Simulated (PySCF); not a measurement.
Arsenic: a sound run and one with changed settings

Sound run: As⁺ [Ar] 3d10 4s2 4p2, As²⁺ [Ar] 3d10 4s2 4p1. Computed with PySCF 2.14 in x2c-TZVPall (6s5p4d1f, 48 functions), with the spin-free X2C one-electron Hamiltonian (Gaussian nucleus). The sound run starts from symmetry-adapted Hartree-Fock orbitals and uses a fine grid where one is needed.

A second run was set up differently.

```
species  method  sound run (hartree)  changed run (hartree)  converged
    As⁺     UHF          -2258.66337            -2258.66284         no
    As⁺   B3LYP          -2260.38296            -2260.38284         no
    As⁺     LDA          -2256.89387            -2256.89383         no
   As²⁺     UHF          -2258.00411            -2258.00385         no
   As²⁺   B3LYP          -2259.70312            -2259.70308         no
   As²⁺     LDA          -2256.20931            -2256.20888         no
```

**Question.** What was changed?
A. too few SCF iterations
B. all electrons correlated in a valence basis
C. basis contracted for another Hamiltonian
D. angular grid far too coarse

**Answer.** A. It used initial guess atom, at most 3 SCF cycles. The SCF was stopped early; the energies are upper bounds that still move, and correlated levels were skipped or rest on poor orbitals.
